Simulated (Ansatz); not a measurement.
Ideal-gas functions of BF₂H₄NSi, SMILES `FB(F)N[SiH3]` at 800 K and 1 bar, from an Ansatz frequency run at PBE0-D4/def2-TZVP.

Molar mass 94.93 g/mol, point group Cs (symmetry number 1), electronic degeneracy 1, moments of inertia 56.298, 231.141, 281.566 u Å². Harmonic wavenumbers (cm⁻¹, unscaled): 42, 117, 133, 386, 489, 546, 664, 673, 720, 816, 940, 952, 956, 972, 1210, 1428, 1490, 2240, 2242, 2246, 3638.

Use S(trans) = R[1.5 ln M + 2.5 ln T − 1.1517]; rotational temperatures θ = 24.2544 K / I; S(rot) = R[ln(√π/σ · √(T³/θAθBθC)) + 1.5]; for each mode x = 1.438777 ν̃/T, S = R[x/(eˣ − 1) − ln(1 − e⁻ˣ)] and H = RT x/(eˣ − 1); 1 cm⁻¹ = 0.0119627 kJ/mol; R = 8.31446 J/(mol·K).

By hand: the entropy, in J/(mol·K).

Translation 186.2. Rotation: θ = 0.4308, 0.1049, 0.0861 K, giving 123.7. Vibration, mode by mode: 29.79, 21.29, 20.23, 11.51, 9.65, 8.79, 7.32, 7.22, 6.72, 5.83, 4.87, 4.79, 4.76, 4.65, 3.32, 2.44, 2.23, 0.76, 0.75, 0.75, 0.09, in all 157.8. Electronic 0.0. Sum 467.7 J/(mol·K).

By hand: H − E and G − E in kJ/mol, counted from the electronic energy.

Zero-point energy ½ × 22900 × 0.0119627 = 137.0; thermal vibration 60.1; translation, rotation and pV give 4 RT = 26.6. H − E = 223.7 kJ/mol, and G − E = 223.7 − 800 × 467.7/1000 = -150.5 kJ/mol.

Vibration gives 34 % of the entropy, 71.3 J/(mol·K) of it from the modes under 150 cm⁻¹: soft modes count most, and the harmonic formula is weakest for them. The sum counts one conformer and one mirror image; others add a mixing term.
